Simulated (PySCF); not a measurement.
InBi: one state, many levels of theory

State: ³Σ⁻ (triplet), unpaired electrons π ↑↑. Set-up: PySCF, scalar-relativistic core potentials, basis sets In def2-SVP with ECP28, Bi def2-SVP with ECP60. De refers to In + Bi in their high-spin ground configurations, without counterpoise correction. The functionals are run spin-unrestricted. A positive dipole means In(−)Bi(+).

```tsv
Level	Re (Å)	ωe (cm⁻¹)	De (eV)	μ (D)	CPU s a point (SCF and correlation, without the integrals)
UHF	3.085	112	0.453	-2.05	0.11
UHF-MP2	3.027	133	1.14	n/a	0.19
UHF-SCS-MP2	3.045	131	1.08	n/a	n/a
UHF-CCSD	3.059	122	1.11	n/a	n/a
UHF-CCSD(T)	3.060	122	1.18	n/a	4.4
LDA	2.980	131	2.21	-1.17	0.22
PBE	3.056	121	1.73	-1.44	0.49
PBEsol	3.014	126	1.87	-1.33	0.32
r²SCAN	3.032	124	1.54	-1.54	0.57
PBE0	3.026	126	1.57	-1.62	0.87
HSE06	3.031	125	1.65	-1.57	0.82
MN15	3.004	127	1.60	-1.57	0.69
```

(1) Which functional lies closest to UHF-CCSD(T) in De, which farthest, and by how much do they differ from it?

(2) What does a quarter of exact exchange do here, going from PBE to PBE0?

(3) What does the gradient correction do here, going from LDA to PBE?

Correlated steps freeze 8 core orbitals. Correlated levels converge slowly with the basis: in double zeta they bind strong bonds too weakly, by up to about 1 eV, and carry superposition errors of some tenths. Spin–orbit coupling is left out, which matters for elements this heavy, above all for dissociation energies. The state was picked by a PBE0 search and need not be the measured ground state.

The whole job (state search and all levels along the bond) took about 2 min on 1 thread of Intel Xeon 6975P-C (shared host), peak memory 0.64 GiB.

Answers

(1) Closest is r²SCAN (-2.8 pm in Re, +1.6 % in ωe, +0.36 eV in De against UHF-CCSD(T) in the same basis), farthest LDA (-8.0 pm in Re, +7.4 % in ωe, +1.03 eV in De). CCSD(T) converges more slowly with the basis than the functionals do and binds too weakly in this one, so the order can change at the basis-set limit.

(2) PBE0 less PBE: -3.0 pm in Re, +4.1 % in ωe, -0.16 eV in De. Exact exchange removes part of the self-interaction that spreads semilocal densities, and in most molecules shortens and stiffens the bond and lowers De; so it does here.

(3) PBE less LDA: +7.6 pm in Re, -7.6 % in ωe, -0.48 eV in De. The gradient correction favours the more uneven density of free atoms, so it tends to lengthen bonds and takes away much of the overbinding of LDA; so it does here.
